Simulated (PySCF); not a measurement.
(E)-1-bromo-1-chloro-2-fluoroethene (C2HBrClF), SMILES F/C=C(\Cl)Br. Heavy atoms are numbered as in [F:1]/[CH:2]=[C:3](\[Cl:4])[Br:5]. Hydrogens are named by the atom that carries them.

Geometry: TPSSh-D3(BJ)/def2-SVP.

Computed with PBE/def2-TZVP (PySCF).

ESP charges are fitted to the potential on shells at 1.4 to 2.0 van der Waals radii. Atomic charges (e), one atom of each kind:

```tsv
atom	ESP fit	IAO	Mulliken	Löwdin
F1	-0.14	-0.23	-0.13	0.22
C2 (CH)	0.24	0.11	0.01	-0.36
C3	-0.32	-0.17	0.04	-0.78
Cl4	0.08	0.04	-0.03	0.43
Br5	0.04	0.07	-0.02	0.36
H on C2	0.10	0.17	0.13	0.13
```

Computed Mayer and Wiberg (Löwdin basis) orders of the bonds:
| bond | Mayer | Wiberg |
|---|---|---|
| F1–C2 | 1.13 | 1.81 |
| C2–C3 | 1.71 | 2.04 |
| C3–Cl4 | 1.16 | 1.77 |
| C3–Br5 | 1.08 | 1.65 |
